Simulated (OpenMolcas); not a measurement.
Ir3+ (d6) on a cation site of an ionic host was computed by SS-CASPT2, IPEA 0.25 Eh, imaginary shift 0.1 Eh with the d shell active (OpenMolcas, ANO-RCC-VTZP on the metal). Its lowest spin-free states, and all those of the highest spin:

```json
{"2S+1": "1", "Degeneracy": "1", "E (cm-1)": "0"}
{"2S+1": "3", "Degeneracy": "3", "E (cm-1)": "14720"}
{"2S+1": "3", "Degeneracy": "3", "E (cm-1)": "17660"}
{"2S+1": "1", "Degeneracy": "3", "E (cm-1)": "17850"}
{"2S+1": "1", "Degeneracy": "3", "E (cm-1)": "23560"}
{"2S+1": "5", "Degeneracy": "3", "E (cm-1)": "25310"}
{"2S+1": "3", "Degeneracy": "3", "E (cm-1)": "33570"}
{"2S+1": "3", "Degeneracy": "3", "E (cm-1)": "33610"}
{"2S+1": "3", "Degeneracy": "3", "E (cm-1)": "36240"}
{"2S+1": "1", "Degeneracy": "3", "E (cm-1)": "36550"}
{"2S+1": "3", "Degeneracy": "2", "E (cm-1)": "36560"}
{"2S+1": "3", "Degeneracy": "3", "E (cm-1)": "36640"}
{"2S+1": "5", "Degeneracy": "2", "E (cm-1)": "45970"}
```

Question: Is the site octahedral, tetrahedral or cube-like, axial, or of lower symmetry?

Answer: The states with 2S+1 = 5 have orbital degeneracies 3, 2. Threefold states need a cubic site. For d6 at this spin an octahedron puts the threefold T2 below the twofold E and a tetrahedron or cube puts the twofold E below the threefold T2, so the site is octahedral. The first gap at this spin, 20700 cm-1, is |10Dq| in ligand-field theory. The run had Ir3+ with its 6 nearest chloride ions at 2.503 Å, on the Y site of Cs2NaYCl6 (a = 10.7396 Å, distance in the model lattice 2.619 Å). The rest of the host is ab initio model potentials to 7.6 Å, with orthogonalisation functions on the cations behind the ligands, and point charges beyond; the distance is set by hand and nothing relaxes. Ligand basis ANO-RCC-VDZP.

Roots that are degenerate in the reference are averaged as groups; the widest CASPT2 spread within a group is 600 cm-1 (the 3-fold group of multiplicity 3 near 14700 cm-1 above the lowest state of its run). Shifts and gaps below about the spread of the groups concerned are not significant. Over all roots computed the reference weight is 0.63 to 0.66; a low but even weight reflects the number of correlated electrons. The least metal-like active orbital is 72 % on the metal (Löwdin) and no ligand orbital is active, so the numbers are rough. Ligand-to-metal charge-transfer states are missing. With no ligand orbital active B as a rule stays too high, so bands that hang on it stand too high and its fall with covalency is understated. With one d shell and no ligand orbital active, 10Dq can be off by a tenth or more. No measured value stands beside these numbers; the geometry was set by hand and not optimised.
